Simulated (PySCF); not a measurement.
# Electron correlation in Pb (lead, neutral)

[Xe] 4f14 5d10 6s2 6p2, high-spin 3P determinant. Calculation: PySCF 2.14, in aug-cc-pVDZ-PP with ECP60MDF (5s4p3d, 32 functions); scalar relativity through the core potential. Frozen: 5s2 5p6 5d10; 4 electrons correlated.

MP2 pair energies summed by pair of shells (mhartree):

```tsv
pair	energy	share (%)
6s-6p	-17.03	57.7
6s-6s	-9.48	32.1
6p-6p	-3.00	10.2
```

Total MP2 correlation energy: -29.51 mhartree.

Same-spin part -5.90 and opposite-spin part -23.61 mhartree; SCS-MP2 scales them by 1/3 and 6/5 to -30.30 mhartree.

```tsv
level	correlation energy (mhartree)
CCSD	-40.32
(T)	-0.49
CCSD(T)	-40.81
```

Diagnostics: T1 = 0.0078, D1 = 0.0184, largest double amplitude 0.054.

Spin-orbit coupling is strong in this species (close to jj coupling), so the high-spin LS determinant is a model state, not a physical level.

Cost of the coupled-cluster step: 0.11 s of wall time on 1 thread of Intel(R) Xeon(R) 6975P-C (shared host), for 4 correlated electrons.

Spin-orbit coupling is strong in this species, so the high-spin LS determinant is a model state.
